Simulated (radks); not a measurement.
Values are calculated unless marked as measured or tabulated.
Ionisation of As, [Ar] 3d10 4s2 4p3, to As+, [Ar] 3d10 4s2 4p2, under several functionals. Dirac Kohn-Sham, spin-unpolarised, spherical densities, finite nucleus; open shells are shared between the two j in proportion to 2j + 1; a radial shooting solver on a logarithmic mesh with Libxc functionals. Known Delta-SCF values: PBEsol 9.161 eV; LDA (Slater exchange, Perdew-Wang correlation) 9.323 eV; B86b exchange with PBE correlation 9.172 eV. What does PW91 give, and what is its highest occupied eigenvalue?

Answer. 9.210 eV by Delta-SCF; the 4p3/2 eigenvalue is -5.153 eV. NIST: 9.789 eV (measured).

Beside tabulated values, note that spin-unpolarised runs miss the spin-polarisation part of the exchange energy of open shells.
